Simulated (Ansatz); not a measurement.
## Molecular dynamics of C2H12N2Si2

Input file:

```yaml
crystal:
  periodic: [false, false, false]
  atoms:
    - { symbol: Si, position_ang: [-0.077889, -0.031476, -0.112134] }
    - { symbol: Si, position_ang: [0.132346, -0.153782, 2.14485] }
    - { symbol: H, position_ang: [-1.087329, 0.255337, 2.805986] }
    - { symbol: H, position_ang: [0.441537, -1.500588, 2.573552] }
    - { symbol: H, position_ang: [1.196128, 0.706882, 2.615032] }
    - { symbol: "N", position_ang: [1.473114, -0.042881, -1.035011] }
    - { symbol: C, position_ang: [2.392267, -1.153169, -0.611899] }
    - { symbol: H, position_ang: [1.85551, -2.115228, -0.676774] }
    - { symbol: H, position_ang: [3.259488, -1.19606, -1.294582] }
    - { symbol: H, position_ang: [2.787351, -1.047674, 0.422883] }
    - { symbol: C, position_ang: [2.22362, 1.253345, -0.926728] }
    - { symbol: H, position_ang: [3.094291, 1.229593, -1.606586] }
    - { symbol: H, position_ang: [1.563928, 2.081308, -1.235371] }
    - { symbol: H, position_ang: [2.605655, 1.475202, 0.093895] }
    - { symbol: H, position_ang: [-0.727431, 1.192003, -0.537386] }
    - { symbol: "N", position_ang: [-1.111033, -1.383947, -0.6398] }
    - { symbol: H, position_ang: [-0.641326, -2.290871, -0.385548] }
    - { symbol: H, position_ang: [-1.100326, -1.407594, -1.692479] }
basis:
  gaussian: { orbitals: STO-3G }
hamiltonian:
  xc: r2scan
  dispersion: d4
md:
  timestep: 0.25
  n_steps: 91
  ensemble: nvt_nose_hoover
  temperature: 200.0
  initial_velocities: maxwell_boltzmann
  seed: 651054
  nose_hoover: { tau: 100.0, chain_length: 1 }
```

Launched with:

```bash
$ ansatz run input.yaml --threads 1 --pin off --max-ram 2048MiB --backend cpu --events-out ev --progress --plain --runs-dir out
```

It starts from a relaxed structure.

Output, in part (one step line in 2, the closing report, with atoms numbered from 0):

```
md step     0: t =     0.00 fs  T =   200.0 K  F+E_penalty+E_count = -20754.44157241 eV  E_kin = 0.413632 eV  conserved = -20754.02794041 eV  (22 SCF iters)
md step     2: t =     0.50 fs  T =   195.7 K  F+E_penalty+E_count = -20754.43265086 eV  E_kin = 0.404752 eV  conserved = -20754.02789883 eV  (21 SCF iters)
md step     4: t =     1.00 fs  T =   183.9 K  F+E_penalty+E_count = -20754.40810107 eV  E_kin = 0.380299 eV  conserved = -20754.02780301 eV  (20 SCF iters)
md step     6: t =     1.50 fs  T =   167.4 K  F+E_penalty+E_count = -20754.37381936 eV  E_kin = 0.346137 eV  conserved = -20754.02768471 eV  (20 SCF iters)
md step     8: t =     2.00 fs  T =   149.7 K  F+E_penalty+E_count = -20754.33716975 eV  E_kin = 0.309600 eV  conserved = -20754.02757723 eV  (20 SCF iters)
md step    10: t =     2.50 fs  T =   134.1 K  F+E_penalty+E_count = -20754.30489346 eV  E_kin = 0.277402 eV  conserved = -20754.02750651 eV  (21 SCF iters)
md step    12: t =     3.00 fs  T =   122.8 K  F+E_penalty+E_count = -20754.28146686 eV  E_kin = 0.254008 eV  conserved = -20754.02748500 eV  (21 SCF iters)
md step    14: t =     3.50 fs  T =   116.4 K  F+E_penalty+E_count = -20754.26827001 eV  E_kin = 0.240799 eV  conserved = -20754.02751211 eV  (20 SCF iters)
md step    16: t =     4.00 fs  T =   114.2 K  F+E_penalty+E_count = -20754.26366486 eV  E_kin = 0.236153 eV  conserved = -20754.02757293 eV  (20 SCF iters)
md step    18: t =     4.50 fs  T =   114.3 K  F+E_penalty+E_count = -20754.26388721 eV  E_kin = 0.236327 eV  conserved = -20754.02764522 eV  (20 SCF iters)
md step    20: t =     5.00 fs  T =   114.5 K  F+E_penalty+E_count = -20754.26448759 eV  E_kin = 0.236900 eV  conserved = -20754.02770251 eV  (20 SCF iters)
md step    22: t =     5.50 fs  T =   113.3 K  F+E_penalty+E_count = -20754.26197372 eV  E_kin = 0.234400 eV  conserved = -20754.02772330 eV  (20 SCF iters)
md step    24: t =     6.00 fs  T =   110.1 K  F+E_penalty+E_count = -20754.25517954 eV  E_kin = 0.227671 eV  conserved = -20754.02769736 eV  (20 SCF iters)
md step    26: t =     6.50 fs  T =   105.6 K  F+E_penalty+E_count = -20754.24582555 eV  E_kin = 0.218422 eV  conserved = -20754.02763475 eV  (20 SCF iters)
md step    28: t =     7.00 fs  T =   101.8 K  F+E_penalty+E_count = -20754.23783703 eV  E_kin = 0.210549 eV  conserved = -20754.02756547 eV  (20 SCF iters)
md step    30: t =     7.50 fs  T =   100.7 K  F+E_penalty+E_count = -20754.23547381 eV  E_kin = 0.208273 eV  conserved = -20754.02752737 eV  (20 SCF iters)
md step    32: t =     8.00 fs  T =   103.4 K  F+E_penalty+E_count = -20754.24105303 eV  E_kin = 0.213891 eV  conserved = -20754.02754449 eV  (20 SCF iters)
md step    34: t =     8.50 fs  T =   109.4 K  F+E_penalty+E_count = -20754.25350711 eV  E_kin = 0.226341 eV  conserved = -20754.02761222 eV  (20 SCF iters)
md step    36: t =     9.00 fs  T =   116.8 K  F+E_penalty+E_count = -20754.26865556 eV  E_kin = 0.241474 eV  conserved = -20754.02770036 eV  (20 SCF iters)
md step    38: t =     9.50 fs  T =   122.7 K  F+E_penalty+E_count = -20754.28101907 eV  E_kin = 0.253848 eV  conserved = -20754.02777164 eV  (21 SCF iters)
md step    40: t =    10.00 fs  T =   125.2 K  F+E_penalty+E_count = -20754.28609583 eV  E_kin = 0.258986 eV  conserved = -20754.02780094 eV  (21 SCF iters)
md step    42: t =    10.50 fs  T =   123.3 K  F+E_penalty+E_count = -20754.28193683 eV  E_kin = 0.254939 eV  conserved = -20754.02778358 eV  (20 SCF iters)
md step    44: t =    11.00 fs  T =   117.3 K  F+E_penalty+E_count = -20754.26948045 eV  E_kin = 0.242631 eV  conserved = -20754.02773242 eV  (22 SCF iters)
md step    46: t =    11.50 fs  T =   108.9 K  F+E_penalty+E_count = -20754.25182123 eV  E_kin = 0.225132 eV  conserved = -20754.02766774 eV  (19 SCF iters)
md step    48: t =    12.00 fs  T =    99.8 K  F+E_penalty+E_count = -20754.23296744 eV  E_kin = 0.206431 eV  conserved = -20754.02760854 eV  (19 SCF iters)
md step    50: t =    12.50 fs  T =    92.0 K  F+E_penalty+E_count = -20754.21662828 eV  E_kin = 0.190223 eV  conserved = -20754.02756794 eV  (19 SCF iters)
md step    52: t =    13.00 fs  T =    86.6 K  F+E_penalty+E_count = -20754.20535207 eV  E_kin = 0.179051 eV  conserved = -20754.02755247 eV  (19 SCF iters)
md step    54: t =    13.50 fs  T =    84.1 K  F+E_penalty+E_count = -20754.20010796 eV  E_kin = 0.173887 eV  conserved = -20754.02756250 eV  (20 SCF iters)
md step    56: t =    14.00 fs  T =    84.2 K  F+E_penalty+E_count = -20754.20027943 eV  E_kin = 0.174124 eV  conserved = -20754.02759170 eV  (19 SCF iters)
md step    58: t =    14.50 fs  T =    86.0 K  F+E_penalty+E_count = -20754.20402474 eV  E_kin = 0.177930 eV  conserved = -20754.02763069 eV  (20 SCF iters)
md step    60: t =    15.00 fs  T =    88.5 K  F+E_penalty+E_count = -20754.20895133 eV  E_kin = 0.182931 eV  conserved = -20754.02766472 eV  (19 SCF iters)
md step    62: t =    15.50 fs  T =    90.5 K  F+E_penalty+E_count = -20754.21301988 eV  E_kin = 0.187101 eV  conserved = -20754.02767931 eV  (19 SCF iters)
md step    64: t =    16.00 fs  T =    91.7 K  F+E_penalty+E_count = -20754.21542295 eV  E_kin = 0.189640 eV  conserved = -20754.02766657 eV  (19 SCF iters)
md step    66: t =    16.50 fs  T =    92.6 K  F+E_penalty+E_count = -20754.21702776 eV  E_kin = 0.191409 eV  conserved = -20754.02763197 eV  (19 SCF iters)
md step    68: t =    17.00 fs  T =    94.1 K  F+E_penalty+E_count = -20754.21998034 eV  E_kin = 0.194534 eV  conserved = -20754.02759641 eV  (19 SCF iters)
md step    70: t =    17.50 fs  T =    97.3 K  F+E_penalty+E_count = -20754.22642285 eV  E_kin = 0.201132 eV  conserved = -20754.02758639 eV  (19 SCF iters)
md step    72: t =    18.00 fs  T =   102.4 K  F+E_penalty+E_count = -20754.23689891 eV  E_kin = 0.211733 eV  conserved = -20754.02761770 eV  (19 SCF iters)
md step    74: t =    18.50 fs  T =   108.5 K  F+E_penalty+E_count = -20754.24943866 eV  E_kin = 0.224379 eV  conserved = -20754.02768262 eV  (19 SCF iters)
md step    76: t =    19.00 fs  T =   113.7 K  F+E_penalty+E_count = -20754.26004056 eV  E_kin = 0.235097 eV  conserved = -20754.02775283 eV  (19 SCF iters)
md step    78: t =    19.50 fs  T =   115.8 K  F+E_penalty+E_count = -20754.26436807 eV  E_kin = 0.239578 eV  conserved = -20754.02779630 eV  (19 SCF iters)
md step    80: t =    20.00 fs  T =   113.7 K  F+E_penalty+E_count = -20754.25968930 eV  E_kin = 0.235103 eV  conserved = -20754.02779434 eV  (19 SCF iters)
md step    82: t =    20.50 fs  T =   107.2 K  F+E_penalty+E_count = -20754.24604279 eV  E_kin = 0.221702 eV  conserved = -20754.02774845 eV  (19 SCF iters)
md step    84: t =    21.00 fs  T =    97.7 K  F+E_penalty+E_count = -20754.22620755 eV  E_kin = 0.202131 eV  conserved = -20754.02767456 eV  (19 SCF iters)
md step    86: t =    21.50 fs  T =    87.5 K  F+E_penalty+E_count = -20754.20472071 eV  E_kin = 0.180899 eV  conserved = -20754.02759567 eV  (19 SCF iters)
md step    88: t =    22.00 fs  T =    78.8 K  F+E_penalty+E_count = -20754.18648373 eV  E_kin = 0.162888 eV  conserved = -20754.02753240 eV  (20 SCF iters)
md step    90: t =    22.50 fs  T =    73.5 K  F+E_penalty+E_count = -20754.17545928 eV  E_kin = 0.152051 eV  conserved = -20754.02749911 eV  (22 SCF iters)
md step    91: t =    22.75 fs  T =    72.6 K  F+E_penalty+E_count = -20754.17339739 eV  E_kin = 0.150068 eV  conserved = -20754.02749579 eV  (22 SCF iters)
Total energy: -20754.17340587 eV, -762.7018049818 hartree
Atom 0 at    -0.083306    -0.025091    -0.109782 Å, force    -0.356853    -1.046728    -0.036763 eV/Å
Atom 1 at     0.112128    -0.152390     2.143825 Å, force    -0.097721     1.172489     0.432442 eV/Å
Atom 2 at    -0.995889     0.458091     2.846575 Å, force    -0.118107     0.007497    -0.155618 eV/Å
Atom 3 at     0.211940    -1.460419     2.684158 Å, force     0.176999    -0.785841     0.070246 eV/Å
Atom 4 at     1.271624     0.608050     2.598945 Å, force    -0.125288    -0.277044    -0.210882 eV/Å
Atom 5 at     1.488538    -0.029805    -0.902507 Å, force    -0.064297    -0.211757    -0.098064 eV/Å
Atom 6 at     2.403180    -1.181256    -0.668955 Å, force    -0.332433    -0.097678     0.099282 eV/Å
Atom 7 at     1.843188    -2.148338    -0.737947 Å, force     0.253972     0.573142    -0.343574 eV/Å
Atom 8 at     3.177420    -1.106967    -1.450710 Å, force     0.213254    -0.516657     0.053535 eV/Å
Atom 9 at     2.907801    -1.211997     0.326528 Å, force     0.030775     0.331159    -0.070059 eV/Å
Atom 10 at     2.212556     1.259314    -0.955542 Å, force     0.500037     0.445595    -1.428259 eV/Å
Atom 11 at     2.871090     1.279665    -1.893890 Å, force    -0.463651    -0.034323     1.268819 eV/Å
Atom 12 at     1.459979     2.077132    -1.106952 Å, force     0.545804    -0.385124     0.416208 eV/Å
Atom 13 at     2.857614     1.465433    -0.059465 Å, force    -0.292486     0.102241    -0.357448 eV/Å
Atom 14 at    -0.724871     1.156209    -0.603143 Å, force    -0.108178     0.492255    -0.012824 eV/Å
Atom 15 at    -1.056588    -1.392036    -0.671440 Å, force    -0.061036     1.084563     0.755371 eV/Å
Atom 16 at    -0.768030    -2.283742    -0.228950 Å, force     0.042181    -0.436089    -0.510947 eV/Å
Atom 17 at    -1.119246    -1.473269    -1.707890 Å, force     0.257027    -0.417699     0.128535 eV/Å
Dipole moment:     0.191652    -0.093522    -0.037146 e Å
```

All steps were run. The conserved energy stayed within 0.026 meV per atom of its start (net change 0.025 meV per atom), so the integration is sound. The mean temperature of the second half is 52 % below the set value. A run of 0.023 ps of so small a system gives no equilibrium averages. Limits of this set-up: minimal basis.

The same pairs are bonded in the first frame and the last. Pairs count as bonded within 1.25 times the sum of covalent radii (0.12 Å more for H–H).

Last frame:

```xyz
18
Properties=species:S:1:pos:R:3
Si -0.083 -0.025 -0.110
Si 0.112 -0.152 2.144
H -0.996 0.458 2.847
H 0.212 -1.460 2.684
H 1.272 0.608 2.599
N 1.488 -0.030 -0.902
C 2.403 -1.181 -0.669
H 1.843 -2.148 -0.738
H 3.177 -1.107 -1.451
H 2.908 -1.212 0.327
C 2.213 1.259 -0.956
H 2.871 1.280 -1.894
H 1.460 2.077 -1.107
H 2.858 1.465 -0.059
H -0.725 1.156 -0.603
N -1.057 -1.392 -0.671
H -0.768 -2.284 -0.229
H -1.119 -1.473 -1.708
```

Time of the run: 11 min on 1 thread of Arm Neoverse V2, on a shared host, peak memory 0.14 GiB.
